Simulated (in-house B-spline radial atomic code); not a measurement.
Response of the magnesium ion Mg²⁺ as one setting changes: the share of exact exchange in a PBE hybrid. A dash marks a strongly mixed or unbound state. Computed with an all-electron radial atomic-structure program (B-spline basis): linear response of the closed shell [He] 2s2 2p6 with the functional's adiabatic kernel; non-relativistic, point nucleus, no spin-orbit coupling, no double excitations, S, P, D and F terms only. Only terms of natural parity with L up to 3 were computed.

| share of exact exchange in a PBE hybrid | lowest 1P (eV) | lowest 3P, Tamm-Dancoff (eV) | minus highest occupied level (eV) | α (bohr³) |
| --- | --- | --- | --- | --- |
| 0 | 2p → 3s 48.67 | 2p → 3s 48.09 | 66.72 | 0.5134 |
| 0.1 | 2p → 3s 49.43 | 2p → 3s 48.83 | 68.34 | 0.5077 |
| 0.2 | ? | ? | ? | ? |
| 0.3 | ? | ? | ? | ? |
| 0.4 | 2p → 3s 51.68 | 2p → 3s 51.03 | 73.23 | 0.4918 |
| 0.5 | 2p → 3s 52.43 | 2p → 3s 51.75 | 74.87 | 0.4868 |
| 0.6 | 2p → 3s 53.17 | 2p → 3s 52.48 | 76.51 | 0.4819 |
| 0.7 | 2p → 3s 53.90 | 2p → 3s 53.19 | 78.16 | 0.4772 |
| 0.8 | 2p → 3s 54.63 | 2p → 3s 53.91 | 79.80 | 0.4726 |
| 0.9 | 2p → 3s 55.36 | 2p → 3s 54.62 | 81.45 | 0.4681 |
| 1 | 2p → 3s 56.09 | 2p → 3s 55.33 | 83.10 | 0.4638 |

(1) What belongs in the row for 0.2?

(2) What belongs in the row for 0.3?

## Answers

(1) lowest 1P (eV): 2p → 3s 50.18; lowest 3P, Tamm-Dancoff (eV): 2p → 3s 49.57; minus highest occupied level (eV): 69.97; α (bohr³): 0.5022.

(2) lowest 1P (eV): 2p → 3s 50.93; lowest 3P, Tamm-Dancoff (eV): 2p → 3s 50.30; minus highest occupied level (eV): 71.60; α (bohr³): 0.4969.
